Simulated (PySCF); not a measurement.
C₂H₈Si₂, charge -1, doublet, at the geometry of the source list (a state made from the parent by changing its charge; the spin is typed, not shown lowest) (in this run its highest filled SCF level lies above zero, so its values depend strongly on the basis, on diffuse functions most of all); MP2/6-31G* in PySCF.

Here is a job for PySCF.
```python
from pyscf import gto, scf, mp

mol = gto.M(
    atom='''
C     0.255200    0.360500    1.252100
Si    1.347300   -0.249000   -0.203200
C    -0.259600   -0.389800   -1.242300
Si   -1.342500    0.281200    0.192500
H     0.505500    1.346900    1.631900
H     0.250600   -0.304700    2.112200
H     2.304600    0.741400   -0.698700
H     2.037500   -1.520200    0.036800
H    -0.274600    0.210000   -2.147900
H    -0.504300   -1.405000   -1.545600
H    -1.959900    1.582100   -0.071400
H    -2.360000   -0.653400    0.683600
''',
    basis='6-31g*',
    charge=-1,
    spin=1,
    verbose=4,
)

mf = scf.UHF(mol)
mf.kernel()

pt = mp.MP2(mf, frozen=12)
pt.kernel()
print('E(MP2) = %.10f' % pt.e_tot)
```

The log (banner, timings and long lists left out):

```
PySCF version 2.14.0

[INPUT] verbose = 4
[INPUT] num. atoms = 12
[INPUT] num. electrons = 49
[INPUT] charge = -1
[INPUT] spin (= nelec alpha-beta = 2S) = 1
[INPUT] symmetry False subgroup None
[INPUT] Mole.unit = angstrom
[INPUT] Symbol           X                Y                Z      unit          X                Y                Z       unit  Magmom
[INPUT]  1 C      0.255200000000   0.360500000000   1.252100000000 AA    0.482258106989   0.681246267906   2.366126080568 Bohr   0.0
[INPUT]  2 Si     1.347300000000  -0.249000000000  -0.203200000000 AA    2.546028007627  -0.470541805017  -0.383992348512 Bohr   0.0
[INPUT]  3 C     -0.259600000000  -0.389800000000  -1.242300000000 AA   -0.490572901937  -0.736615243355  -2.347606764547 Bohr   0.0
[INPUT]  4 Si    -1.342500000000   0.281200000000   0.192500000000 AA   -2.536957322229   0.531390986228   0.363772278979 Bohr   0.0
[INPUT]  5 H      0.505500000000   1.346900000000   1.631900000000 AA    0.955256555968   2.545272117177   3.083844062678 Bohr   0.0
[INPUT]  6 H      0.250600000000  -0.304700000000   2.112200000000 AA    0.473565366816  -0.575799550155   3.991479520306 Bohr   0.0
[INPUT]  7 H      2.304600000000   0.741400000000  -0.698700000000 AA    4.355062826673   1.401042948753  -1.320351643234 Bohr   0.0
[INPUT]  8 H      2.037500000000  -1.520200000000   0.036800000000 AA    3.850316978801  -2.872761654564   0.069541921384 Bohr   0.0
[INPUT]  9 H     -0.274600000000   0.210000000000  -2.147900000000 AA   -0.518918793806   0.396842486159  -4.058942742953 Bohr   0.0
[INPUT] 10 H     -0.504300000000  -1.405000000000  -1.545600000000 AA   -0.952988884618  -2.655065205014  -2.920760698128 Bohr   0.0
[INPUT] 11 H     -1.959900000000   1.582100000000  -0.071400000000 AA   -3.703674231535   2.989735701674  -0.134926445294 Bohr   0.0
[INPUT] 12 H     -2.360000000000  -0.653400000000   0.683600000000 AA   -4.459753653974  -1.234747049791   1.291816778753 Bohr   0.0

nuclear repulsion = 217.245328447327
number of shells = 44
number of NR pGTOs = 188
number of NR cGTOs = 80
basis = 6-31g*
ecp = {}

******** <class 'pyscf.scf.uhf.UHF'> ********
method = UHF
initial guess = minao
damping factor = 0
level_shift factor = 0
DIIS = <class 'pyscf.scf.diis.CDIIS'>
diis_start_cycle = 1
diis_space = 8
diis_damp = 0
SCF conv_tol = 1e-09
SCF conv_tol_grad = None
SCF max_cycles = 50
direct_scf = True
direct_scf_tol = 1e-13
number electrons alpha = 25  beta = 24
Set gradient conv threshold to 3.16228e-05
init E= -658.49066179634

cycle= 1 E= -658.056458196947  delta_E= 0.434  |g|= 0.234  |ddm|= 2.93
cycle= 2 E= -658.099493421209  delta_E= -0.043  |g|= 0.087  |ddm|= 0.52
cycle= 3 E= -658.105113116489  delta_E= -0.00562  |g|= 0.0367  |ddm|= 0.21
cycle= 4 E= -658.106268403745  delta_E= -0.00116  |g|= 0.00663  |ddm|= 0.0932
cycle= 5 E= -658.106367922423  delta_E= -9.95e-05  |g|= 0.00332  |ddm|= 0.0402
cycle= 6 E= -658.106396902913  delta_E= -2.9e-05  |g|= 0.00154  |ddm|= 0.0214
cycle= 7 E= -658.106403679655  delta_E= -6.78e-06  |g|= 0.000516  |ddm|= 0.0104
cycle= 8 E= -658.106404369623  delta_E= -6.9e-07  |g|= 0.000171  |ddm|= 0.00268
cycle= 9 E= -658.106404440756  delta_E= -7.11e-08  |g|= 6.05e-05  |ddm|= 0.000893
cycle= 10 E= -658.106404449486  delta_E= -8.73e-09  |g|= 2.09e-05  |ddm|= 0.000349
cycle= 11 E= -658.106404450437  delta_E= -9.51e-10  |g|= 7.07e-06  |ddm|= 8.57e-05
Extra cycle  E= -658.106404450509  delta_E= -7.19e-11  |g|= 4.07e-06  |ddm|= 1.79e-05
converged SCF energy = -658.106404450509  <S^2> = 0.77255875  2S+1 = 2.0224329

******** <class 'pyscf.mp.ump2.UMP2'> ********
nocc = (np.int64(13), np.int64(12)), nmo = (68, 68)
frozen orbitals 12
E(UMP2) = -658.543373472408  E_corr = -0.436969021899001
E(SCS-UMP2) = -658.542114010312  E_corr = -0.435709559803509
E_corr(same-spin) = -0.102292230548414
E_corr(oppo-spin) = -0.334676791350587
E(MP2) = -658.5433734724
```
